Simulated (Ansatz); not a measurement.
Isolated molecules relaxed with PBE0-D4/def2-TZVP in Ansatz; ΔE leaves out vibrations. CCSD(T)/CBS is the MP2 limit (def2-TZVPP, def2-QZVPP) plus CCSD(T) − MP2 in def2-TZVPP, frozen cores. Functionals use def2-TZVPP. Each species was taken in one conformer, which may not be the lowest.

Consider the redistribution: `CC1=CC(C)=[O+][B-](C)(C)O1` + `[CH3][Al]([OH])[SiH2]F` → `CB(C)[SiH2]F` + `CC1=CC(C)=[O+][Al-]([CH3])([OH])[O]1`.

CCSD(T)/CBS gives -85.7 kJ/mol.

Task: Another level gave -91.2 kJ/mol. Which?
A. r2SCAN/def2-TZVPP
B. PBE0/def2-TZVPP
C. PBE/def2-TZVPP
D. HF/def2-TZVPP

Result: A. r2SCAN -91.2, PBE0 -80.3, HF/def2-TZVPP -119.8, PBE -72.9 kJ/mol.

Largest T1 diagnostic among the species: 0.015.

Leaving LDA and LC-ωPBE aside and taking each functional with its dispersion term where it has one, the values, not all of them listed here, spread over 31.0 kJ/mol, from BHLYP-D4 to revPBE-D4. LDA lies +16.3 kJ/mol from PBE without D4. At CCSD(T), def2-SVP lies +7.1 kJ/mol from the extrapolated value and def2-TZVPP +5.4 kJ/mol.

CCSD(T)/CBS has its own doubt, a few kJ/mol and more with outer-core shells, so smaller differences from it don't rank the levels.
